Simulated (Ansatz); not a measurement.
`BO[SiH2]F`. The species carries charge 0 and has multiplicity 1.

```xyz
8

B     0.230   -1.259   -0.904
O     0.351    0.061   -0.640
Si   -0.099    0.979    0.645
F    -1.348    1.857    0.203
H     0.627   -1.659   -1.960
H    -0.260   -1.990   -0.084
H    -0.515    0.119    1.774
H     1.014    1.892    0.966
```

**Question.** List the harmonic frequencies (cm⁻¹, unscaled) at PBE0-D4/def2-TZVP in Ansatz. (Estimate.)

**Answer.** Ansatz gave: 57, 189, 235, 341, 702, 736, 771, 888, 951, 974, 1024, 1061, 1231, 1383, 2265, 2291, 2548, 2650.

**Question.** Is this a minimum?

**Answer.** Yes, all 18 modes are real.

**Question.** Give the ideal-gas thermochemistry at 298.15 K and 1 bar (rigid rotor, harmonic oscillator; point group C1, symmetry number 1).

**Answer.** Zero-point energy 121.4 kJ/mol; H(298) − E = 138.7 kJ/mol; entropy 314.2 J/(mol·K), of which translation 163.2, rotation 104.1, vibration 47.0; G(298) − E = 45.0 kJ/mol. Modes under 100 cm⁻¹ are hindered rotations or soft bends, so the harmonic entropy is rough.
